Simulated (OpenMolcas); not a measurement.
Pt3+ among 6 point charges of -1.7 e arranged as a tetragonal octahedron (D4h), 1.92 Å from the ion, with the axial distance 2.208 Å.

| Quantity | Value |
| --- | --- |
| Program | OpenMolcas 26.06 |
| Method | SS-CASPT2, IPEA 0.25 Eh, imaginary shift 0.1 Eh (closed shells correlated: 5s 5p) |
| Basis | ANO-RCC-VDZP [7s6p4d2f] |
| Scalar Hamiltonian | DKH2, point nucleus |
| Active space | 7 electrons in 5 orbitals (5d) |
| State averaging | 2S+1 = 4 even, 10 roots; 2S+1 = 2 even, 40 roots |
| Spin-orbit coupling | RASSI with atomic mean-field integrals over the reference wave functions |

Problem. What is the spin-free ground state (labels of D4, the rotations of D4h)?

Solution. 4A2, 1-fold in its orbital part, 92 % from free-ion F terms; it has the highest spin that d7 allows.

Problem. Where is the first state of the same spin?

Solution. 4E at 2550 cm-1 above the ground state.

Problem. What are the lowest two levels with spin-orbit coupling?

Solution. A 2-fold level E1/2 with g = 1.59, 5.94, 5.94, then a 2-fold level E3/2 1860 cm-1 above it. Their leading multiplicities are 4 (80 %) and 4 (88 %).

Problem. What is χT at 300 K?

Solution. 2.74 cm3 K/mol.

Spin-orbit coupling mixes the spin-free states strongly: the lowest level takes only 59 % from its leading state, 4A2. This shell can be high or low spin here, a state of another spin lies low, and with metal d orbitals alone active their balance is uncertain, so the ground spin may be wrong. Point charges give a weaker field than real ligands, and real ions of this kind are as a rule low spin; the high spin found here belongs to the model. Free-ion shares, where given, are those of the reference states; single-state CASPT2 does not remix them. This is an electrostatic model: the charges have no orbitals. No measured value stands beside these numbers.
